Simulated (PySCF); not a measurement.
Cl2GeH, SMILES [Cl][GeH][Cl], multiplicity 2.

Coordinates come from a ωB97X-D3(BJ)/def2-TZVP optimisation. The isomer is the one that the SMILES or the coordinates give; other isomers of the formula were not compared.

Two levels are set side by side: PBE/def2-TZVPD (PySCF) and PBE0/def2-TZVPD (PySCF). Same geometry, gas phase. Differences are taken from unrounded values.

| quantity | PBE |
|---|---|
| α-spin orbital gap (eV) | 4.27 |
| β-spin orbital gap (eV) | 3.17 |
| dipole moment (D) | 1.58 |
| mean polarisability (bohr³) | 64.3 |

These are the PBE values. What does PBE0 give? (An estimate is asked for; the answer gives what the named calculation found.)


```json
[
 {"quantity": "α-spin orbital gap (eV)", "PBE0": "6.31", "PBE minus PBE0": "-2.04"},
 {"quantity": "β-spin orbital gap (eV)", "PBE0": "5.43", "PBE minus PBE0": "-2.27"},
 {"quantity": "dipole moment (D)", "PBE0": "1.73", "PBE minus PBE0": "-0.15"},
 {"quantity": "mean polarisability (bohr³)", "PBE0": "61.5", "PBE minus PBE0": "2.8"}
]
```

PBE's more diffuse valence density responds more strongly to a field. Differences between two approximate levels are no errors against the true value.

Rough cost on one machine, each run with all the roots and properties that it gave: PBE0 against PBE within a factor of 2.
